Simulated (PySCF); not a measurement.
Delta-SCF ions had no search for a lower state. Excitations are Tamm–Dancoff values on a coarser integration grid. The basis has no diffuse functions, so Rydberg states are missing or too high.

**C5H4O, SMILES `C(#C)C1=C[C@@H]1O` (C–C–O–H torsion 35°) (charge 0, multiplicity 1)**

Level of theory: ωB97X-D3(BJ)/def2-TZVP // PBE0-D3(BJ)/def2-TZVP (PySCF 2.14.0).

The HOMO comes out as -9.59 eV, the dipole moment comes out as 1.88 D and the LUMO comes out as 0.76 eV. The HOMO–LUMO gap comes out as 10.36 eV. The S1 excitation (TDA) comes out as 4.68 eV and the S1 oscillator strength comes out as 0.003. The brightest of the four lowest singlets (TDA) is 5.66 eV. The T1 excitation (TDA) comes out as 3.71 eV. The S1–T1 gap (TDA) is 0.96 eV, the vertical ionisation energy (Delta-SCF) is 9.56 eV and the total energy is -268.1928 Ha. The cost comes out as about 3 core-minutes (a rough figure).

```xyz
10

C      2.3759     1.1734     0.7809
C      1.3009     0.7772     0.4107
C      0.0799     0.2656    -0.0087
C     -1.1405     0.4370    -0.4503
C     -0.7611    -0.9557    -0.1762
O     -1.2560    -1.6652     0.9179
H      3.3232     1.5336     1.1060
H     -1.9074     1.1364    -0.7455
H     -0.5564    -1.6642    -0.9750
H     -1.4585    -1.0381     1.6192
```
